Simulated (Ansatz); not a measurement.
C₇H₁₄, SMILES `CC1(C)CCCC1`. The species carries charge 0 and has multiplicity 1.

Z-matrix (Å, degrees):
```
C
C 1 1.527
H 1 1.094 2 110.8
H 1 1.094 2 110.8 3 119.6
H 1 1.093 2 112.0 3 -120.2
C 2 1.534 1 110.4 3 64.8
C 2 1.519 1 109.7 3 -59.7
C 2 1.534 1 110.4 3 175.7
C 6 1.533 2 105.4 1 77.5
H 6 1.095 2 108.6 1 -164.5
H 6 1.094 2 112.5 1 -46.2
H 7 1.094 2 111.2 1 -59.9
H 7 1.094 2 111.2 1 59.9
H 7 1.094 2 111.0 1 -180.0
C 8 1.532 2 105.4 1 -77.4
H 8 1.094 2 112.5 1 46.3
H 8 1.095 2 108.6 1 164.7
H 9 1.092 6 111.6 2 146.7
H 9 1.092 6 110.8 2 -95.1
H 15 1.092 8 110.7 2 94.6
H 15 1.092 8 111.6 2 -147.1
```

(1) Give the diagnostics of a CCSD(T)/def2-TZVPP run (frozen core, Ansatz). (An estimate is asked.)

Results:

(1) Computed: T1 = 0.0087, largest single amplitude 0.008, largest double 0.014, (T) share of the correlation energy 4.0 %, 8 CCSD cycles. The RHF solution is stable towards an unrestricted one. T1 lies under the customary mark of 0.02 for closed shells.
